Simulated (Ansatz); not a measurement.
Members of the series B-XY, Y = H; each row names its spin state. Isolated molecules, 0 K electronic values unless said otherwise. One relaxed conformer stands for each flexible species; it need not be the lowest. Strings in code marks are SMILES.

Quantity: adiabatic spin-state energy, in kcal/mol. The DFT solution of `[BH-]Cl`, `[BH-]F`, `[BH2-]` and `[BH-][AlH2]` is unstable or spin-contaminated; the geometry comes from it. HF references are unrestricted for open shells and restricted for singlets. The restricted reference of `[BH2-]`, `[BH-]F`, `[BH-]Cl`, `[BH-]S` and `[BH-][AlH2]` is unstable towards unrestricted orbitals.

Level 1: frozen-core CCSD(T)/aug-cc-pVQZ // PBE0-D3(BJ)/def2-TZVPD (Ansatz, a program for electronic structure)
Level 2: frozen-core CCSDT(Q)/aug-cc-pVDZ // PBE0-D3(BJ)/def2-TZVPD (Ansatz)
Level 3: frozen-core CCSD(T)/aug-cc-pVDZ // PBE0-D3(BJ)/def2-TZVPD (Ansatz)
Level 4: PBE/aug-cc-pVTZ // PBE0-D3(BJ)/def2-TZVPD (Ansatz)

```json
[
 {"species": "`[BH-]Cl`: multiplicity 3 minus multiplicity 1", "level 2": "12.2", "level 3": "12.0", "level 4": "5.70"},
 {"species": "`[BH-]S`: multiplicity 3 minus multiplicity 1", "level 2": "15.1", "level 3": "14.9", "level 4": "13.0"},
 {"species": "`[BH-]F`: multiplicity 3 minus multiplicity 1", "level 2": "14.8", "level 3": "14.7", "level 4": "7.72"},
 {"species": "`[BH2-]`: multiplicity 3 minus multiplicity 1", "level 2": "-0.65", "level 3": "-0.82", "level 4": "-6.26"},
 {"species": "`[BH-][AlH2]`: multiplicity 3 minus multiplicity 1", "level 2": "0.73", "level 3": "0.45", "level 4": "-2.50"}
]
```

**Question.** What does level 1 give for each?

**Answer.** 
- `[BH-]Cl`: multiplicity 3 minus multiplicity 1: 12.0
- `[BH-]S`: multiplicity 3 minus multiplicity 1: 15.4
- `[BH-]F`: multiplicity 3 minus multiplicity 1: 15.5
- `[BH2-]`: multiplicity 3 minus multiplicity 1: -0.44
- `[BH-][AlH2]`: multiplicity 3 minus multiplicity 1: 1.32
